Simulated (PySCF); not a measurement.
Magnetic susceptibility: SMILES C1=[CH][GeH2][CH]=C1, C₄H₆Ge

Geometry:
| atom | x (Å) | y (Å) | z (Å) |
| --- | --- | --- | --- |
| C1 | -0.900 | 0.715 | -0.422 |
| C2 | 0.321 | 1.278 | -0.333 |
| Ge3 | 1.541 | -0.097 | 0.304 |
| C4 | 0.068 | -1.366 | 0.361 |
| C5 | -1.036 | -0.711 | -0.048 |
| H6 | -1.786 | 1.266 | -0.757 |
| H7 | 0.513 | 2.321 | -0.588 |
| H8 | 2.173 | 0.203 | 1.675 |
| H9 | 2.656 | -0.466 | -0.692 |
| H10 | 0.059 | -2.417 | 0.656 |
| H11 | -2.021 | -1.188 | -0.113 |

Method: PySCF 2.14.0, GIAO B3LYP/pcSseg-1 magnetisability, rotational g tensor and spin-rotation constants, non-relativistic, gas phase. Geometry: PBE0-D3(BJ)/def2-SVP.

The calculation is non-relativistic, which matters for the atoms heavier than Zn.

Q: How diamagnetic is it, and how anisotropic?

A: Isotropic -970 × 10⁻³⁰ J/T², or -58.4 × 10⁻⁶ cm³/mol; principal values -1271, -832, -808 × 10⁻³⁰ J/T², anisotropy 451 × 10⁻³⁰ J/T² (root of half the summed squared differences of the principal values). The susceptibility is in cgs units.

Q: Split it along the inertial axes a, b, c into diamagnetic and paramagnetic parts about the centre of mass, with the quadrupole moment.

A: 
```csv
axis,χ (10⁻⁶ cm³/mol),diamagnetic (10⁻⁶ cm³/mol),paramagnetic (10⁻⁶ cm³/mol),summed x² of all electrons (Å²),quadrupole Θ (D Å)
a,-48.7,-278.4,229.7,91.4,+2.99
b,-50.1,-441.8,391.7,52.9,+2.83
c,-76.5,-612.2,535.7,12.7,-5.82
```
Anisotropies 2χaa − χbb − χcc = +29.3 and 2χbb − χaa − χcc = +25.0 × 10⁻⁶ cm³/mol. Θ is traceless in Buckingham's convention.

Q: And the rotational g tensor?

A: 
```csv
axis,rotational constant (GHz),g,nuclear part,electronic part
a,6.5655,-0.0848,0.6237,-0.7085
b,3.2652,-0.0398,0.5610,-0.6008
c,2.2420,+0.0058,0.5701,-0.5642
```
Asymmetric top; isotopes 12C, 74Ge, 1H; no vibrational averaging.
